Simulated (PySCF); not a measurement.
AlHClBr, SMILES [Br][AlH][Cl]. Heavy atoms are numbered as in [AlH:1]([Cl:3])[Br:4]. Hydrogens are named by the atom that carries them.

Geometry optimised at PBE0-D3(BJ)/def2-TZVP.

The numbers are results of KT2/pcSseg-2 run with PySCF, not measurements.

GIAO shieldings, no solvent; atoms alike by connectivity are averaged. δ = σ(ref) − σ: ¹H against TMS (σ = 31.47 ppm); ³⁵Cl against HCl (σ = 945.0 ppm), references at their B3LYP-D3(BJ)/def2-TZVP geometries, non-relativistic (without spin–orbit terms, shifts of atoms bonded to Cl or Br come out too high).

Task: Estimate the chemical shifts. (An estimate is asked for; the answer gives what the named calculation found.)

Result: 
| nucleus | atoms | count | δ (ppm) |
|---|---|---|---|
| ¹H | H on Al1 | 1 | 5.69 |
| ³⁵Cl | Cl3 | 1 | 115.5 |
